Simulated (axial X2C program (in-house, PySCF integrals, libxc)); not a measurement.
Low determinants of VBr⁺ at the PBE0 level, 2c

Calculated with an in-house relativistic program for diatomic molecules. Two-component (2c) means X2C with spin–orbit coupling and atomic mean-field two-electron Coulomb and Gaunt terms. Basis: Br dyall-cv3z [8s9p6d4f1g], V dyall-cv3z [10s10p6d4f2g] (cores contracted in-house); Gaussian nuclei, density fitting, unrestricted open shells. Masses: Br 78.918 u, V 50.944 u.

Search at 2.248 Å (vertical energies from the lowest determinant):

| ΔE (eV) | state | electrons beyond evenly filled partner blocks | electrons in ±ω = 1/2, 3/2, 5/2, 7/2 |
| --- | --- | --- | --- |
| 0.00 | Ω = 3/2 | ω = 1/2, ω = -3/2, ω = 5/2 | 39 15 3 0 |
| 0.28 | Ω = 1/2 | ω = -1/2, ω = -3/2, ω = 5/2 | 39 15 3 0 |
| 0.35 | Ω = 5/2 | ω = 5/2 | 38 16 3 0 |
| 0.39 | Ω = 1/2 | ω = 1/2 | 39 16 2 0 |
| 0.43 | Ω = 7/2 | ω = -1/2, ω = 3/2, ω = 5/2 | 39 15 3 0 |
| 0.49 | Ω = 3/2 | ω = 3/2 | 40 15 2 0 |
| 0.62 | Ω = 9/2 | ω = 1/2, ω = 3/2, ω = 5/2 | 39 15 3 0 |

Lowest determinant, Ω = 3/2 (⟨Sz⟩ = 1.50, ⟨Lz⟩ = 0.00 at PBE0): Re = 2.242 Å, ωe = 372.3 cm⁻¹.

The determinant in row 2 of the search, Ω = 1/2 (⟨Sz⟩ = 1.50, ⟨Lz⟩ = -1.00 at PBE0), was followed along the bond at PBE0; measured from the minimum of the lowest determinant it gives:

Te = 0.272 eV (2192 cm⁻¹), Re = 2.269 Å, ωe = 373.3 cm⁻¹.

Q: Compare the bond of the determinant in row 2 with that of the lowest one.

A: At PBE0 its Re is 0.027 Å longer and its force constant, which goes as ωe², is 1.01 times that of the lowest determinant. T0 ≈ Te + Δωe/2 = 2192 + (0) = 2192 cm⁻¹.

The search compares states at one distance, so a state with another bond length can lie lower; it is not exhaustive and yields mostly the lowest determinant of each block pattern, so other components and higher states of one pattern are missing. These are energies of single determinants, not of spin-adapted states; PBE0 term energies can be off by some tenths of an eV, and the functional has no current term. The lowest determinant need not be the ground state where others lie within half an eV.
